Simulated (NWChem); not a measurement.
NWChem timings: C2H2Cl2Si (SMILES C#C[SiH](Cl)Cl)

The species is C2H2Cl2Si (7 atoms), meant as a singlet with charge 0. SMILES: `C#C[SiH](Cl)Cl`. The coordinates come from a PBE0-D4/def2-TZVP relaxation.

```xyz
7

C     0.2221   -0.6693    1.8816
C     0.1277   -0.2852    0.7432
Si    0.0127    0.2827   -0.9689
Cl   -1.5106   -0.6984   -1.8992
Cl   -0.3537    2.2862   -0.9869
H     0.3025   -1.0082    2.8895
H     1.2607    0.0240   -1.7051
```

Program: NWChem 7.3.0. Hardware: 1 thread of Intel Xeon at 2.30GHz, shared host, so times are rough. Two-electron integrals are exact unless an approximation is named.

(1) Estimate their order by wall time, quickest first.
A. gradient at SVWN5/def2-SVP, grid fine
B. gradient at HF/STO-3G
C. gradient at B3LYP/6-31G* (spherical functions), grid xfine
D. energy at CCSD(T)/def2-SVP, 17 core orbitals frozen

## Answers

(1) B (2.9 s), A (11 s), C (29 s), D (2.1 min).
